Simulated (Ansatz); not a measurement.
Calculated with Ansatz (gas phase, PBE0-D4/def2-TZVP geometries, no zero-point term in ΔE). CCSD(T)/CBS is the MP2 limit (def2-TZVPP, def2-QZVPP) plus CCSD(T) − MP2 in def2-TZVPP, frozen cores. Functionals use def2-TZVPP. Each species was taken in one conformer, which may not be the lowest.

Consider the isomerisation: `O[SiH](F)N[Si](O)(F)F` → `O[SiH](O)N[Si](F)(F)F`.

| level | ΔE (kcal/mol) |
| --- | --- |
| PBE0-D4 | 1.4 |
| ωB97X-V | 1.5 |
| ωB97M-V | 1.5 |
| PBE | 1.4 |
| HF/def2-TZVPP | 1.5 |
| SCS-MP2/def2-TZVPP | 1.1 |
| SCS-MP2/def2-QZVPP | 1.2 |
| CCSD/CBS(def2) | 1.4 |

Problem. What does CCSD(T)/CBS give? (Estimate.)

Solution. Computed: +1.4 kcal/mol. The listed levels differ from it by 0.0, 0.1, 0.1, 0.0, 0.1, -0.3, -0.2, 0.0 kcal/mol.

Largest T1 diagnostic among the species: 0.012.
